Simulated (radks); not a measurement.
The silicon ion Si+, configuration [Ne] 3s2 3p0.5 4f0.5 (fractional occupations, a model configuration). Method: Dirac Kohn-Sham, PW91, spin-unpolarised, spherical densities, finite nucleus; open shells fill j = l - 1/2 first; Fermi nuclear charge, rms radius 3.1224 fm; computed with a radial shooting solver on a logarithmic mesh with Libxc functionals.

Spin-orbit splittings of the eigenvalues, e(l+1/2) - e(l-1/2), with zeta = 2 splitting/(2l+1) and mean radii in bohr:

| shell | occ. | splitting (eV) | zeta (eV) | <r> j=l-1/2 | <r> j=l+1/2 |
|---|---|---|---|---|---|
| 2p | 6 | ? | ? | 0.5351 | 0.5373 |
| 3p | 0.5 | 0.04654 | 0.03103 | 2.341 | 2.347 |
| 4f | 0.5 | 0.00001058 | 3.022e-06 | 10.32 | 10.32 |

Estimate the 2p splitting.

Answer. 0.6505 eV (zeta = 0.4337 eV).
